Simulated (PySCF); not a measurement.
Electric field gradients and quadrupole coupling constants

Species: C5H11FO3Si.
Z-matrix (Å and degrees, GFN2-xTB geometry), rows numbered from 1:
```
C 
C   1  1.5208
O   2  1.3946  1  113.12
Si  3  1.6098  2  127.68  1   -55.91
O   4  1.6349  3   96.77  2  -170.19
C   5  1.3472  4  122.95  3  -175.09
C   6  1.5433  5  116.76  4    83.30
C   7  1.5240  6   84.00  5  -117.77
F   8  1.3663  7  113.88  6   115.11
O   8  1.3981  7   92.76  6    -0.52
H   1  1.0865  2  109.90  3  -174.41
H   1  1.0864  2  109.87  3   -54.25
H   1  1.0862  2  109.92  3    65.24
H   2  1.0953  1  110.07  3   118.91
H   2  1.0967  1  109.43  3  -121.98
H   4  1.4611  3  113.10  2   -53.79
H   4  1.4636  3  112.12  2    72.65
H   6  1.0984  5  108.87  4  -144.61
H   7  1.0856  6  112.69  5    -4.84
H   7  1.0846  6  116.53  5   125.83
H   8  1.0976  7  118.82  6  -118.87
```

Field gradients from the PBE0/pcSseg-1 density (PySCF, non-relativistic), principal values in atomic units, ordered |Vxx| ≤ |Vyy| ≤ |Vzz|:

```tsv
atom	Vxx	Vyy	Vzz
O3	-0.4737	-1.1887	1.6624
O5	-0.3647	-1.2029	1.5676
O10	-0.0296	-1.5958	1.6254
```

Task: Find the asymmetry η = (Vxx − Vyy)/Vzz and the couplings χ = eQV/h (234.96 MHz × Q in barn × V in au), with Q(17O) = −0.0256 b.

Result: 
```
atom          environment  nucleus     η  χzz (MHz)  χxx (MHz)  χyy (MHz)
  O3   silyl ether oxygen      17O  0.43     -10.00       2.85       7.15
  O5   silyl ether oxygen      17O  0.53      -9.43       2.19       7.24
 O10  cyclic ether oxygen      17O  0.96      -9.78       0.18       9.60
```

At O10 η is above 0.9: Vyy and Vzz are nearly equal in size and opposite in sign, so a small change could swap them and flip the sign of χzz. 

Task: What is Vzz at O5 in SI units (1 au = 9.71736 × 10²¹ V/m²)?

Result: 1.5676 au = 15.233 × 10²¹ V/m².

Task: And the gradient at the other heavy atoms, for which no coupling is worked out here?

Result: 
```tsv
atom	environment	Vzz (au)	η
C1	methyl carbon	0.037	0.68
C2	sp3 carbon bound to oxygen	0.400	0.19
Si4	oxygen-bound silicon	-0.452	0.96
C6	sp3 carbon bearing two oxygens	-0.364	0.93
C7	four-membered-ring carbon	-0.071	0.68
C8	sp3 C–F carbon	-0.442	0.93
F9	alkyl fluorine	2.873	0.11
```

Were the hydrogens deuterons (Q(2H) = 0.00286 b), χzz would run from 104 kHz (H17) to 214 kHz (H20 and H11).

Isolated species at its GFN2-xTB geometry (one conformer only). GFN2-xTB bond lengths can be off by several hundredths of an ångström, more for odd bonds, and the gradients follow them. With so small a basis the couplings can be 20 % off.

These values come from a run that also computed NMR shieldings. The run took 60 s wall on an Arm Neoverse V1 with one thread, no GPU, shared host with 64 logical CPUs at a one-minute load of 76, and the process peaked at 1.1 GiB of memory.
